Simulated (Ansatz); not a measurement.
Ideal-gas functions of BH$_{3}$NPS (`SP1BN1`) at 500 K and 1 bar, from an Ansatz frequency run at PBE0-D4/def2-TZVP.

Molar mass 90.88 g/mol, point group C1 (symmetry number 1), electronic degeneracy 1, moments of inertia 44.851, 164.167, 176.57 u Å². Harmonic wavenumbers (cm⁻¹, unscaled): 205, 232, 268, 452, 514, 643, 669, 772, 803, 865, 980, 1424, 2691, 2738, 3634.

Use S(trans) = R[1.5 ln M + 2.5 ln T − 1.1517]; rotational temperatures θ = 24.2544 K / I; S(rot) = R[ln(√π/σ · √(T³/θAθBθC)) + 1.5]; for each mode x = 1.438777 ν̃/T, S = R[x/(eˣ − 1) − ln(1 − e⁻ˣ)] and H = RT x/(eˣ − 1); 1 cm⁻¹ = 0.0119627 kJ/mol; R = 8.31446 J/(mol·K).

Task: By hand: the entropy, in J/(mol·K).

Result: Translation 175.8. Rotation: θ = 0.5408, 0.1477, 0.1374 K, giving 113.5. Vibration, mode by mode: 12.82, 11.83, 10.68, 6.69, 5.78, 4.29, 4.04, 3.20, 2.98, 2.59, 2.00, 0.71, 0.03, 0.03, 0.00, in all 67.7. Electronic 0.0. Sum 357.0 J/(mol·K).

Task: By hand: H − E and G − E in kJ/mol, counted from the electronic energy.

Result: Zero-point energy ½ × 16890 × 0.0119627 = 101.0; thermal vibration 19.5; translation, rotation and pV give 4 RT = 16.6. H − E = 137.1 kJ/mol, and G − E = 137.1 − 500 × 357.0/1000 = -41.4 kJ/mol.

Vibration gives 19 % of the entropy. The sum counts one conformer and one mirror image; others add a mixing term.
